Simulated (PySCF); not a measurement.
# Dipole response of As²⁺ (arsenic, charge +2)

[Ar] 3d10 4s2 4p1, 2P determinant. Calculation: PySCF 2.14, in aug-cc-pVQZ-PP with ECP10MDF (7s6p5d3f2g, 89 functions); a scalar-relativistic core potential. Coupled (time-dependent) response in atomic units; α is the mean over directions.

```tsv
method	mean α (bohr³)	α xx, yy, zz	C₆ (like pair)	S(−4)
UHF	10.84	10.87, 10.76, 10.87	47.73	41.50
PBE	10.20	10.06, 10.49, 10.06	44.09	35.94
PBE0	10.32	10.25, 10.47, 10.25	44.77	36.78
```

S(−4) is the Cauchy moment in α(ω) = α(0) + S(−4) ω² + …

Spin-orbit coupling is absent.

α(iu) at UHF:

```tsv
u (hartree)	α(iu) (bohr³)
0	10.84
0.0500	10.73
0.100	10.44
0.200	9.418
0.300	8.124
0.500	5.716
0.750	3.714
1.00	2.563
1.50	1.447
2.00	0.9530
3.00	0.5270
5.00	0.2427
```

A single London oscillator, α(iu) = α/(1 + u²/ω²), gives C₆ = (3/4) ω α². Matching the computed C₆ needs ω = 4 × 47.73 / (3 × 10.84²) = 0.542 hartree.

For an ion, C₆ is the dispersion term alone; charge-induced terms of lower order in 1/R come first.

The components differ because the open shell of this determinant is not spherical; for a pure term their mean is the scalar polarisability.

Energies and moments cover only the electrons outside the core potential.
